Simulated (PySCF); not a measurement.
How methods differ on the excitation energy of Bi⁺

Bi⁺ [Xe] 4f14 5d10 6s2 6p2 (3P) → Bi⁺ [Xe] 4f14 5d10 6s1 6p3 (5S), as a difference of total energies. Calculation: PySCF 2.14, in ANO-RCC-VTZP (8s7p5d3f2g, 93 functions); the spin-free X2C one-electron Hamiltonian (Gaussian nucleus). The calculations carry no spin-orbit coupling.

```json
{"method": "UHF", "excitation energy (eV)": "6.289"}
{"method": "CAM-B3LYP", "excitation energy (eV)": "8.606"}
```

Spin-orbit coupling is strong in these open shells (close to jj coupling). The scalar numbers leave it out and a first-order estimate fails, so it can dominate the gap to the real levels.
